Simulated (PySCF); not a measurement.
# Bond lengths and vibrations by method: F2H2NSi cation

These are calculations, not measurements. The program is PySCF 2.14.0, an open-source quantum chemistry code, run on an isolated molecule that a program drew, which may never have been made. The molecule is F2H2NSi cation (charge +1, singlet), drawn as the SMILES string `N[Si+](F)F`.

The geometry was optimised and harmonic frequencies were computed with HF and MP2, all in the cc-pV(D+d)Z basis, for the commonest isotopes, with a restricted reference for singlets and an unrestricted one otherwise, and a frozen core in MP2. Each result is a local minimum of its method.

Geometry at the HF minimum:
```xyz
6
F2H2NSi cation, angstrom
N     0.3713   -2.2461   -2.2967
Si    0.4654   -0.9824   -1.3121
F    -0.7460   -0.5032   -0.4924
F     1.7718   -0.1872   -1.1388
H    -0.4737   -2.7825   -2.4265
H     1.1514   -2.5785   -2.8438
```

Lengths of the bonds as drawn, in Å (atoms numbered as above):
| bond | HF | MP2 |
|---|---|---|
| N1-Si2 | 1.605 | 1.625 |
| Si2-F3 | 1.539 | 1.565 |
| Si2-F4 | 1.539 | 1.565 |
| N1-H5 | 1.009 | 1.023 |
| N1-H6 | 1.009 | 1.023 |

Rotational constants, in GHz:
| constant | HF | MP2 |
|---|---|---|
| A | 7.591 | 7.274 |
| B | 7.207 | 7.07 |
| C | 3.697 | 3.585 |

Harmonic frequencies in cm^-1, each column in rising order, so a row needn't be the same motion in every method:
| rank | HF | MP2 |
|---|---|---|
| 1 | 275 | 262 |
| 2 | 329 | 309 |
| 3 | 370 | 337 |
| 4 | 482 | 476 |
| 5 | 637 | ? |
| 6 | 864 | 814 |
| 7 | 876 | 816 |
| 8 | 1173 | 1120 |
| 9 | 1215 | 1157 |
| 10 | 1655 | 1533 |
| 11 | 3704 | 3541 |
| 12 | 3803 | 3651 |

**Estimate the missing MP2 frequency from the HF column.**

A single factor s that minimises the squared misfit of MP2 against s times HF over the other rows is sum(HF x MP2) / sum(HF^2) = 0.9543, with an rms misfit of 18 cm^-1. For rank 5 it gives 0.9543 x 637 = 608 cm^-1. The calculation gives 551 cm^-1, 57 cm^-1 below the estimate. The drawn bonds are on average 1.5 % longer in MP2 than in HF.
